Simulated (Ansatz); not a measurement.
A set of 12 reactions (hydrogen abstraction), with CCSD(T)/CBS values in kJ/mol:

| reaction | ΔE |
| --- | --- |
| `O[Si](O)(Cl)Cl` + F• → `[O][Si](O)(Cl)Cl`• + H–F | -48.3 |
| `[OH][GeH]([OH])[OH]` + H• → `[OH][Ge]([OH])[OH]`• + H₂ | -74.1 |
| `N[SiH](O)F` + H• → `N[SiH]([O])F`• + H₂ | 82.3 |
| `N[SiH](O)F` + F• → `N[Si](O)F`• + H–F | -165.7 |
| `C[O][AlH][O]C` + `[OH]`• → `C[O][Al][O]C`• + H₂O | -146.8 |
| `[OH][Al]([F])[F]` + `[CH3]`• → `[O][Al]([F])[F]`• + CH₄ | 79.0 |
| `C[SiH](F)S` + H• → `C[SiH](F)[S]`• + H₂ | -63.3 |
| `[CH3][InH][CH3]` + `[SiH3]`• → `[CH2][InH][CH3]`• + SiH₄ | 41.6 |
| `[F][AlH][Br]` + `[CH3]`• → `[F][Al][Br]`• + CH₄ | -101.1 |
| `C[SiH2]F` + Cl• → `C[SiH]F`• + HCl | -29.7 |
| `[CH3][InH][CH3]` + H• → `[CH2][InH][CH3]`• + H₂ | -12.1 |
| `C[O][AlH][O]C` + Cl• → `C[O][Al][O]C`• + HCl | -67.8 |

Computed with Ansatz on PBE0-D4/def2-TZVP structures; ΔE is electronic, products minus reactants. CCSD(T)/CBS is the MP2 limit (def2-TZVPP, def2-QZVPP) plus CCSD(T) − MP2 in def2-TZVPP, frozen cores. Small cases extrapolate CCSD(T) itself. DFT in def2-TZVPP. No spin–orbit coupling; open shells (•) take unrestricted orbitals. Spin–orbit coupling would lower the free atoms: a little for Cl, F. def2 core potentials past Kr. For Br, Ge, In outer-core shells are correlated without core-valence functions, so the limit isn't a true one: a few kJ/mol of doubt a bond, and 10 to 20 or more in all where bonds break to atoms. Scalar relativity is left out up to krypton. One conformer a species, not always the lowest.

Task: Give the mean, mean absolute and largest difference (level minus CCSD(T)/CBS, kJ/mol) for: LDA (SPW92), BLYP-D4, B97M-V, r2SCANh-D4, BHLYP-D4, ωB97X-V, B2PLYP, revPBE, r2SCAN0, CAM-B3LYP, MP2/def2-SVP, MP2/def2-TZVPP, HF/def2-QZVPP, MP2/def2-QZVPP. (Best estimate.)

Result: Computed: 
```
         level   mean  mean absolute  largest
   LDA (SPW92)  -20.1           34.9    -74.0
       BLYP-D4  -17.4           17.9    -58.9
        B97M-V   -1.6           12.0    -33.1
    r2SCANh-D4   -7.2            8.8    -29.6
      BHLYP-D4    3.5           18.0     42.9
       ωB97X-V    1.8            7.1     18.5
        B2PLYP   -2.3            5.1    -13.7
        revPBE  -17.7           19.2    -50.1
       r2SCAN0   -3.2            8.7    -23.0
     CAM-B3LYP   -3.2            7.9    -18.9
  MP2/def2-SVP   16.5           17.7     39.3
MP2/def2-TZVPP    5.0           16.0     41.5
 HF/def2-QZVPP   19.9           39.8    107.5
MP2/def2-QZVPP    3.6           18.4     45.0
```

The largest T1 diagnostic in the set is 0.025, for `N[SiH]([O])F`• (customary mark 0.045).

CCSD(T)/CBS is a level of theory with its own doubt, and the functionals carry their triple-zeta basis error, so these figures describe this set and don't rank the functionals.
